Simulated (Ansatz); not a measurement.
Basis sets compared for Ge₁₃H₂₀, a cluster cut from cubic germanium. The state is a singlet with charge 0. Geometry PBE-D4/def2-SVP. Ansatz on 4 threads of AMD EPYC 7R13 on a shared host and a share (37 GiB) of an NVIDIA H100 80GB HBM3; times are rough, and most runs start from earlier orbitals.

```xyz
33

Ge    0.9778    3.3185   -1.1176
Ge   -3.1881   -2.4351   -0.0471
Ge   -1.6398    1.5899    1.2781
Ge   -0.5572   -0.1991   -2.1917
Ge    3.2940    0.0792   -1.0697
Ge    0.6023   -1.7858    1.2638
Ge    2.1496    1.7104    2.3800
Ge   -2.4971   -1.6900   -2.2707
Ge   -1.0353    1.9231   -1.0688
Ge    2.7987    2.1888    0.0677
Ge   -1.3125   -3.3106    1.2539
Ge    0.1274    0.3277    2.4044
Ge    1.2896   -1.3252   -1.0419
H     0.6807    4.6944   -0.4492
H     1.4070    3.5858   -2.5911
H    -4.2697   -3.5463   -0.1949
H    -3.8350   -1.2453    0.7174
H    -1.7612    2.9860    1.9601
H    -3.0149    0.8744    1.4100
H    -0.1161    0.1233   -3.6556
H     3.7282    0.3518   -2.5411
H     4.4653   -0.6563   -0.3520
H     1.7867   -2.4768    2.0129
H     1.8873    3.0421    3.1453
H     3.3134    0.9664    3.1005
H    -3.6892   -0.9875   -2.9874
H    -2.1127   -2.9428   -3.1141
H    -2.1982    2.6530   -1.8116
H     4.0672    3.0978    0.0606
H    -1.7732   -3.6085    2.7124
H    -0.8571   -4.6590    0.6189
H    -0.2933    0.0381    3.8795
H     1.5755   -2.6822   -1.7609
```

Single mean-field runs in def2-SVP, def2-TZVP are fitted with def2-universal-jkfit.

Binding counts from free atoms (Ge triplet, H doublet) in the same basis, without a counterpoise term.

```
           level  functions  energy (Eh)  HOMO (eV)  LUMO (eV)  binding per atom (eV)  wall time
 PBE-D4/def2-SVP        516  -27005.8687      -6.18      -1.53                   2.86        9 s
PBE0-D4/def2-SVP        516  -27006.6071      -7.14      -0.81                   2.86       12 s
```

Question: Estimate the rows for PBE-D4/def2-TZVP, PBE0-D4/def2-TZVP.

Answer: 
```csv
level,functions,energy (Eh),HOMO (eV),LUMO (eV),binding per atom (eV),wall time
PBE-D4/def2-TZVP,744,-27009.2774,-6.21,-1.65,2.85,13 s
PBE0-D4/def2-TZVP,744,-27010.0023,-7.14,-0.95,2.86,16 s
```
